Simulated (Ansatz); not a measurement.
Consider the redistribution: `N=[C]([SeH])[InH2]` + `[CH3][AlH][Br]` → `[Br][InH2]` + `[CH3][AlH][C](=N)[SeH]`.

Computed with Ansatz on PBE0-D4/def2-TZVP structures; ΔE is electronic, products minus reactants. CCSD(T)/CBS is the MP2 limit (def2-TZVPP, def2-QZVPP) plus CCSD(T) − MP2 in def2-TZVPP, frozen cores. DFT in def2-TZVPP. def2 core potentials past Kr. For Br, In, Se outer-core shells are correlated without core-valence functions, which leaves a few kJ/mol of doubt a bond. Scalar relativity is left out up to krypton. Each species was taken in one conformer, which may not be the lowest.

| level | ΔE (kJ/mol) |
| --- | --- |
| PBE-D4 | -0.2 |
| B2PLYP | 1.7 |
| HF/def2-TZVPP | -5.0 |
| HF/def2-QZVPP | -5.3 |

(1) What does CCSD(T)/CBS give? (Estimate.)

Largest T1 diagnostic among the species: 0.014.

## Answers

(1) Computed: +2.6 kJ/mol. The listed levels differ from it by -2.8, -0.9, -7.6, -7.9 kJ/mol.

In def2-TZVPP, CCSD(T) changes the Hartree–Fock value by +10.6 kJ/mol (the triples alone add +0.6 kJ/mol) and MP2 by +15.0 kJ/mol.

CCSD(T)/CBS has its own doubt, a few kJ/mol and more with outer-core shells, so smaller differences from it don't rank the levels.
